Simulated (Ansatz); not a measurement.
Reaction R1 + 2 R2 + R3 + 3 R4 → 6 P1 + P2, each structure at its B3LYP-D3(BJ)/def2-SVP stationary point, reached from a drawn start (curvature not checked).
R1, CH4 (SMILES C) (charge 0, multiplicity 1):
```xyz
5

C      0.0000     0.0000     0.0000
H      0.6347     0.6347     0.6347
H     -0.6347    -0.6347     0.6347
H      0.6347    -0.6347    -0.6347
H     -0.6347     0.6347    -0.6347
```
P1, H2 (SMILES [H][H]) (charge 0, multiplicity 1):
```json
[
 {"atom": "H", "x (Å)": "0.0000", "y (Å)": "0.0000", "z (Å)": "0.3804"},
 {"atom": "H", "x (Å)": "0.0000", "y (Å)": "0.0000", "z (Å)": "-0.3804"}
]
```
R2, H2O (SMILES O) (charge 0, multiplicity 1):
```xyz
3

O      0.0000     0.0000     0.4007
H      0.0000     0.7570    -0.2004
H      0.0000    -0.7570    -0.2004
```
R3: HCl (SMILES Cl), charge 0, multiplicity 1.
R4: SiH4 (SMILES [SiH4]), charge 0, multiplicity 1.
P2: CH9ClO2Si3 (SMILES C[Si](Cl)(O[SiH3])O[SiH3]), charge 0, multiplicity 1.

P less R. No zero-point or thermal terms. One arrangement of each flexible species, with no search for the lowest.

Frozen-core correlation throughout.

The values were computed with Ansatz (a program for electronic structure). Each number belongs to the level named beside it.

Q: One of these levels gives -407.4 kJ/mol for the reaction energy. Name it.
A. PBE/def2-TZVPP
B. r2SCAN/def2-TZVPP
C. CCSD/cc-pV(D+d)Z
D. SVWN5/def2-TZVPP

A: B, r2SCAN/def2-TZVPP. The others give -371.3 (SVWN5/def2-TZVPP), -342.0 (PBE/def2-TZVPP), -292.8 (CCSD/cc-pV(D+d)Z)
